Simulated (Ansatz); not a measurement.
Cost and result for the atomization energy of CH$_{7}$BGaN (`CB[NH][GaH2]`) (11 atoms, 10 bonds).

```xyz
11

C     0.1469   -1.4219   -0.7097
B     0.9624   -0.1033   -0.4760
N     0.4752    1.0072    0.2440
Ga   -1.1492    1.2726    1.0889
H     0.0540   -1.6137   -1.7848
H     0.7060   -2.2774   -0.3139
H    -0.8543   -1.4398   -0.2739
H     2.0756   -0.0188   -0.9337
H     1.1155    1.7861    0.3113
H    -1.3078    2.6623    1.7890
H    -2.2243    0.1467    1.0589
```

Total charge 0; spin multiplicity 1. Correlated methods include outer-core shells of Ga, which these sets cover unevenly. Scalar relativity is left out up to krypton. Geometry: relaxed with PBE0-D4/def2-TZVP. It is one conformer, not always the lowest. Program: Ansatz. All runs use 4 threads of an Arm Neoverse V1 on a shared host. Times are those of one run each, without the atoms' runs, and a repeat can differ threefold. Electronic energies, without spin–orbit coupling; frozen cores. CCSD(T)/CBS adds CCSD(T) − MP2 in def2-TZVPP to the MP2 limit, and its time is that of the two runs behind it. T1 = 0.013. With those shells the extrapolation isn't a true limit. B3LYP takes the VWN-RPA correlation (the form of Gaussian; ORCA's B3LYP/G). HSE06 is the plane-wave form, built on full-range PBE exchange.

CCSD(T)/CBS is a level of theory with its own doubt, some kJ/mol a heavy atom from the limit and from the frozen cores, so smaller differences don't rank the functionals.

```tsv
level	functions	wall time	atomization (kJ/mol)	difference from CCSD(T)/CBS	per bond
LDA (SPW92)/def2-TZVPP	239	1.3 s	4261.6	486.2	48.6
revPBE-D4/def2-TZVPP	239	2.1 s	3734.4	-41.0	-4.1
PBE0-D4/def2-TZVPP	239	3.2 s	3776.7	1.3	0.1
HSE06-D4/def2-TZVPP	239	3.5 s	3778.7	3.3	0.3
CAM-B3LYP-D4/def2-TZVPP	239	3.7 s	3809.6	34.2	3.4
B3LYP-D4/def2-TZVPP (with forces)	239	5 s	3785.7	10.3	1.0
r2SCAN-D4/def2-TZVPP (with forces)	239	5.5 s	3787.6	12.2	1.2
r2SCANh-D4/def2-TZVPP	239	5.5 s	3771.5	-3.9	-0.4
CCSD(T)/def2-SVP	109	7 s	3598.1	-177.3	-17.7
ωB97X-V/def2-TZVPP	239	8.5 s	3794.2	18.8	1.9
MP2/def2-QZVPP	470	24 s	3774.5	-0.9	-0.1
CCSD(T)/def2-TZVPP	239	2.6 min	3698.5	-76.9	-7.7
CCSD(T)/CBS(def2)	–	3 min	3775.4	0.0	0.0
```

From r2SCAN to r2SCAN0 (25 % exact exchange), in def2-TZVPP and without D4, the atomization energy moves by −39.5 kJ/mol: exact exchange takes away binding that semilocal exchange gives to molecules. Leaving LDA and LC-ωPBE aside and taking each functional with its dispersion term where it has one, the values, not all of them listed here, spread over 104.7 kJ/mol, from BHLYP-D4 to PBE-D4. LDA lies +465.4 kJ/mol from PBE without D4, its usual overbinding. At CCSD(T), def2-SVP lies −177.3 kJ/mol from the extrapolated value and def2-TZVPP −76.9 kJ/mol: correlation converges slowly with the basis, and small sets miss more of it in the bonded molecule than in its fragments.
